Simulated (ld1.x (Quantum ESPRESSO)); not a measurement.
**How hard is this In (Z = 49) TM potential?**

```json
{
 "Element": "In (Z = 49)",
 "Generator": "ld1.x (Quantum ESPRESSO) 7.5",
 "Type": "norm-conserving Troullier–Martins (Kleinman–Bylander form)",
 "Functional": "PBE",
 "Relativity": "scalar-relativistic",
 "Frozen core": "[Kr] 4d10",
 "Valence charge": "3",
 "Reference configuration": "5s1 5p0 (charge +2)",
 "Partial waves": "5s (bound): rc 1.50 bohr; 5d channel at -0.05 Ry: rc 2.00 bohr; 5p (bound, empty): rc 2.55 bohr",
 "Local potential": "the p channel",
 "Core correction": "Bessel-smoothed model core, default radius (core density twice the valence density)"
}
```

The pseudo-atom Hamiltonian at the reference potential is diagonalised in spherical Bessel functions j_l(qr) that vanish at 20 bohr, with q² up to the cutoff. All-electron valence levels (Ry): 5s -1.7398, 5p -1.1919.

Q: How do the lowest levels (Ry) of each channel move with the cutoff, and are there ghosts?

A:

```json
{"cutoff (Ry)": "8", "s #1": "-1.6497", "s #2": "-0.6159", "d #1": "-0.6637", "p #1": "-1.1845", "p #2": "-0.4625", "f #1": "-0.2984", "Σ f·Δε (mRy)": "90.1"}
{"cutoff (Ry)": "18", "s #1": "-1.6721", "s #2": "-0.6186", "d #1": "-0.6697", "p #1": "-1.1914", "p #2": "-0.4649", "f #1": "-0.2984", "Σ f·Δε (mRy)": "67.7"}
{"cutoff (Ry)": "35", "s #1": "-1.7333", "s #2": "-0.6262", "d #1": "-0.6797", "p #1": "-1.1919", "p #2": "-0.4650", "f #1": "-0.2984", "Σ f·Δε (mRy)": "6.5"}
{"cutoff (Ry)": "55", "s #1": "-1.7364", "s #2": "-0.6266", "d #1": "-0.7506", "p #1": "-1.1919", "p #2": "-0.4651", "f #1": "-0.2984", "Σ f·Δε (mRy)": "3.4"}
{"cutoff (Ry)": "90", "s #1": "-1.7382", "s #2": "-0.6268", "d #1": "-2.5669", "p #1": "-1.1919", "p #2": "-0.4651", "f #1": "-0.2984", "Σ f·Δε (mRy)": "1.6"}
{"cutoff (Ry)": "140", "s #1": "-1.7393", "s #2": "-0.6269", "d #1": "-2.8939", "p #1": "-1.1919", "p #2": "-0.4651", "f #1": "-0.2984", "Σ f·Δε (mRy)": "0.5"}
{"cutoff (Ry)": "400", "s #1": "-1.7398", "s #2": "-0.6270", "d #1": "-2.8996", "p #1": "-1.1919", "p #2": "-0.4651", "f #1": "-0.2984", "Σ f·Δε (mRy)": "0.0"}
```

Result: ghost state, extra bound levels that the all-electron valence spectrum of the same l lacks: d at -39.5 eV (a true bound ghost makes a file unfit for plane-wave use); 10 mRy is reached at 35 Ry and 1 mRy at 110 Ry.
